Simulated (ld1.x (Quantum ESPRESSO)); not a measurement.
**silver (Ag), TM: configuration errors across variants**

- Element: Ag (Z = 47)
- Generator: ld1.x (Quantum ESPRESSO) 7.5
- Type: norm-conserving Troullier–Martins (Kleinman–Bylander form)
- Functional: PBE
- Relativity: scalar-relativistic
- Frozen core: [Kr]
- Valence charge: 11
- Reference configuration: 4d10 5s0 5p1
- Partial waves: 5p (bound): rc 3.15 bohr; 4d (bound): rc 1.70 bohr; 5s (bound, empty): rc 1.75 bohr
- Local potential: the s channel
- Core correction: none

All-electron excitation energies from the reference (eV): (1) 4d10 5s1 5p0 -3.866; (2) 4d10 5s0 5p0 3.891; (3) 4d9 5s0 5p0 26.005; (4) 4d10 5s0.5 5p0 -0.849; (5) 4d7 5s0 5p0 113.914; (6) 4d9 5s1 5p1 4.706; (7) 4d9 5s1 5p0 9.286.

Tests that are not counted but printed errors over 1 eV. “all radii scaled by about 0.78 (s 1.36, p 2.44, d 1.32 bohr)”: 4d9 5s1 5p1 (solver errors, printed error -9.3 eV); 4d9 5s1 5p0 (solver errors, printed error -4.0 eV).

A true bound ghost makes a file unfit for plane-wave use even where its test errors are small: the radial tests pick states by their node count and pass the ghost by. Where a test does run into it, the solver fails or the error is huge.

Errors AE − PS in meV (a dash: test not solved or not reliable):

| change | (1) | (2) | (3) | (4) | (5) | (6) | (7) | bound ghosts |
| --- | --- | --- | --- | --- | --- | --- | --- | --- |
| base | +7.4 | +1.4 | -65 | +1.2 | -1285 | -89 | -57 | none |
| all radii scaled by about 0.78 (s 1.36, p 2.44, d 1.32 bohr) | +21 | +1.5 | -37 | +0.4 | -1062 | – | – | p, s (extra level of the local part) |
| all radii scaled by about 0.90 (s 1.58, p 2.84, d 1.54 bohr) | +2.1 | +1.4 | -47 | -1.4 | -1147 | -61 | -1.1 | none |
| all radii scaled by about 1.12 (s 1.96, p 3.52, d 1.90 bohr) | +5.9 | +1.2 | -88 | +1.4 | -1381 | -122 | -105 | none |
| all radii scaled by about 1.27 (s 2.22, p 4.00, d 2.16 bohr) | +7.6 | +0.3 | -101 | +2.0 | -1254 | -113 | – | none |

(1) Give the same row for: all radii scaled by about 1.38 (s 2.42, p 4.34, d 2.34 bohr).

## Answers

(1) +9.8, -1.0, -107, +2.5, -1080, -89, -100; bound ghosts: none.
